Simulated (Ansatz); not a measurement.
The cluster Si₂O₂⁺, relaxed as a quartet with UKS PBE0-D4/def2-TZVP in Ansatz, starting from the PBE0-D4/def2-TZVP geometry of the charge +1 doublet. Force threshold 0.02 eV/Å.

The relaxation made no stability test and no search for a lower SCF solution. At PBE0-D4/def2-TZVP a doublet of charge 1 lies 3.45 eV below the quartet, each at its own geometry. The structure comes from a short search, and lower isomers may exist.

Start:

```xyz
4

Si    0.472   -0.070   -1.094
Si   -0.472    0.070    1.094
O     0.966    0.552    0.382
O    -0.966   -0.552   -0.382
```

Problem. Estimate the energy that the relaxation releases and the steps that it takes.

Solution. 0.01 eV, in 4 steps; 5 s on 4 threads of Arm Neoverse V1 on a shared host. No frequencies were taken in this run, so the end may be a saddle point.

Problem. Does the start keep its bonding and symmetry?

Solution. By distances, no bond broke or formed. The bond that changes most is Si1–Si2, from 2.39 to 2.35 Å (atoms count from 1). Point group D2h at the start, D2h at the end, both within 0.05 Å.

Problem. Predict the relaxed structure.

Solution. 
```tsv
atom	x (Å)	y (Å)	z (Å)
Si1	0.465	-0.068	-1.078
Si2	-0.466	0.069	1.077
O3	0.972	0.555	0.384
O4	-0.971	-0.556	-0.384
```
Bond lengths: 4 × O–Si 1.67 Å; 1 × Si–Si 2.35 Å.
